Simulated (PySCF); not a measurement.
One molecule, many functionals

BCl3.
InChI=1S/BCl3/c2-1(3)4

Linear-response calculations in the def2-SVPD basis (PySCF; singlets by full response, triplets Tamm–Dancoff, core orbitals frozen in the response; HF means time-dependent Hartree–Fock). 'Strongest' is the level of largest summed f among the singlets computed (10 roots, of which the last may lack a degenerate partner); it can jump between rows when another state enters that window. S1 is the lowest singlet of each run and needn't be the same state throughout; f(S1) is that of one state. Isolated species at its PBE0-D3(BJ)/def2-SVP geometry, gas phase.

```csv
functional,kind,S1 (eV),f(S1),strongest (eV),T1 (eV),HOMO (eV),gap (eV),"ionisation energy, ΔSCF (eV)"
LDA,LDA,4.96,0.000,6.45,4.81,-7.88,4.87,11.03
PBE,GGA,5.06,0.000,6.51,4.89,-7.77,4.99,10.88
B3LYP,"global hybrid, 20% exact exchange",5.55,0.000,6.92,5.39,-8.90,6.86,11.29
PBE0,"global hybrid, 25% exact exchange",5.67,0.000,7.05,5.49,-9.20,7.33,11.41
BHandHLYP,"global hybrid, 50% exact exchange",6.29,0.000,7.58,6.12,-10.46,9.70,11.73
wB97X-D,range-separated hybrid,5.89,0.000,7.25,5.74,-11.08,11.04,11.66
LC-wPBE,range-separated hybrid,6.15,0.000,7.47,5.98,-12.04,12.40,12.11
HF,Hartree–Fock,7.53,0.000,10.16,7.35,-12.52,13.94,not settled
```

What does CAM-B3LYP (range-separated hybrid) give?

S1 (eV) 5.87, f(S1) 0.000, strongest (eV) 9.04, T1 (eV) 5.70, HOMO (eV) -10.55, gap (eV) 9.85, ionisation energy, ΔSCF (eV) 11.67. S1 runs from 4.96 eV (LDA) to 7.53 eV (HF), a spread of 2.57 eV, while the orbital gap spreads over 9.1 eV. Along PBE (0%), B3LYP (20%), PBE0 (25%), BHandHLYP (50%), HF (100%) S1 rises with the share of exact exchange. −ε(HOMO) comes closest to its own ΔSCF ionisation energy with LC-wPBE (-0.08 eV) and misses most with LDA (-3.15 eV). 'Not settled' means that the ion's SCF failed to converge or may have ended in another state than the lowest.
